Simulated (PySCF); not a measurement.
## First hyperpolarisability: SMILES COC1=C=CCCCCC1, C$_{9}$H$_{14}$O

Molfile (atoms numbered from 1):
```
C9H14O
     RDKit          3D

 24 24  0  0  0  0  0  0  0  0999 V2000
    1.9072    0.5274   -0.0965 C   0  0  0  0  0  0  0  0  0  0  0  0
    1.2071   -0.5812    0.4029 O   0  0  0  0  0  0  0  0  0  0  0  0
    0.2579   -0.3087    1.3247 C   0  0  0  0  0  0  0  0  0  0  0  0
   -0.0037    0.8856    1.8343 C   0  0  0  0  0  0  0  0  0  0  0  0
   -0.7709    1.9244    2.0840 C   0  0  0  0  0  0  0  0  0  0  0  0
   -1.9946    2.2030    1.2448 C   0  0  0  0  0  0  0  0  0  0  0  0
   -2.3886    1.0594    0.3139 C   0  0  0  0  0  0  0  0  0  0  0  0
   -2.7983   -0.2560    1.0157 C   0  0  0  0  0  0  0  0  0  0  0  0
   -1.8858   -1.4751    0.8221 C   0  0  0  0  0  0  0  0  0  0  0  0
   -0.6029   -1.4898    1.6621 C   0  0  0  0  0  0  0  0  0  0  0  0
    2.6755    0.1446   -0.7804 H   0  0  0  0  0  0  0  0  0  0  0  0
    1.2374    1.2155   -0.6407 H   0  0  0  0  0  0  0  0  0  0  0  0
    2.3821    1.0937    0.7249 H   0  0  0  0  0  0  0  0  0  0  0  0
   -0.5747    2.6001    2.9276 H   0  0  0  0  0  0  0  0  0  0  0  0
   -2.8314    2.4251    1.9333 H   0  0  0  0  0  0  0  0  0  0  0  0
   -1.8504    3.1309    0.6609 H   0  0  0  0  0  0  0  0  0  0  0  0
   -1.5602    0.8643   -0.3882 H   0  0  0  0  0  0  0  0  0  0  0  0
   -3.2251    1.4129   -0.3099 H   0  0  0  0  0  0  0  0  0  0  0  0
   -3.7984   -0.5427    0.6530 H   0  0  0  0  0  0  0  0  0  0  0  0
   -2.9233   -0.0728    2.0978 H   0  0  0  0  0  0  0  0  0  0  0  0
   -2.4595   -2.3852    1.0657 H   0  0  0  0  0  0  0  0  0  0  0  0
   -1.6162   -1.5639   -0.2449 H   0  0  0  0  0  0  0  0  0  0  0  0
   -0.8598   -1.4652    2.7315 H   0  0  0  0  0  0  0  0  0  0  0  0
   -0.0342   -2.4141    1.4741 H   0  0  0  0  0  0  0  0  0  0  0  0
  1  2  1  0
  2  3  1  0
  3  4  2  0
  4  5  2  0
  5  6  1  0
  6  7  1  0
  7  8  1  0
  8  9  1  0
  9 10  1  0
 10  3  1  0
  1 11  1  0
  1 12  1  0
  1 13  1  0
  5 14  1  0
  6 15  1  0
  6 16  1  0
  7 17  1  0
  7 18  1  0
  8 19  1  0
  8 20  1  0
  9 21  1  0
  9 22  1  0
 10 23  1  0
 10 24  1  0
M  END
```

Computed, not measured: PySCF 2.14.0, quadratic response CAM-B3LYP/def2-SVPD first hyperpolarisability, Taylor convention, gas phase. Geometry: PBE0-D3(BJ)/def2-SVP.

Problem. What is the first hyperpolarisability, and how does it disperse?

Solution. In 10⁻³⁰ esu, Taylor convention; the vector part is βᵢ = ⅓ Σⱼ (βᵢⱼⱼ + βⱼᵢⱼ + βⱼⱼᵢ); β∥ is 3/5 of the vector part along the dipole, the dipole points from − to +:
```
                   process  λ (nm)  β vector norm     β∥  β HRS  depolarisation ratio
           static β(0;0,0)       ∞           1.31  -0.04   0.51                  6.15
second harmonic β(−2ω;ω,ω)    1907           1.37  -0.04   0.54                  6.08
         Pockels β(−ω;ω,0)    1907           1.33  -0.04      –                     –
second harmonic β(−2ω;ω,ω)    1064           1.53  -0.04   0.60                  5.88
         Pockels β(−ω;ω,0)    1064           1.38  -0.04      –                     –
```

Problem. Which lowest excitations, dipole and polarisabilities go with it?

Solution. S1 4.71 eV (f = 0.007); S2 6.02 eV (f = 0.014); S3 6.23 eV (f = 0.034); dipole 1.06 D; isotropic α 109.9 au static, 110.2 au at 1907 nm, 110.9 au at 1064 nm, 111.1 au at 953.5 nm, 114.1 au at 532 nm.
